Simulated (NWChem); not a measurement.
## Polarisability of F₂Zn

```
Zn
F 1 1.7300
F 1 1.7300 2 180.00
```
Charge 0, spin multiplicity 1.

Everything below was run with NWChem. Structure: optimised with PBE0/def2-SVP, a minimum by its harmonic frequencies.

Basis set: 6-31G*. The field's frequency is 0.0428 Ha (1065 nm). This basis has no diffuse functions, which lowers polarisabilities.

B3LYP has NWChem's definition, with VWN1-RPA local correlation. The Pople sets run with spherical d functions. The structure started from a generated list of species.

Question: One of these methods gave an isotropic polarisability of 18.86 bohr³. Which?
A) B3LYP
B) PBE0
C) PBE
D) HF

Answer: C, PBE. The others give 11.83 (HF), 16.34 (PBE0), 17.03 (B3LYP).
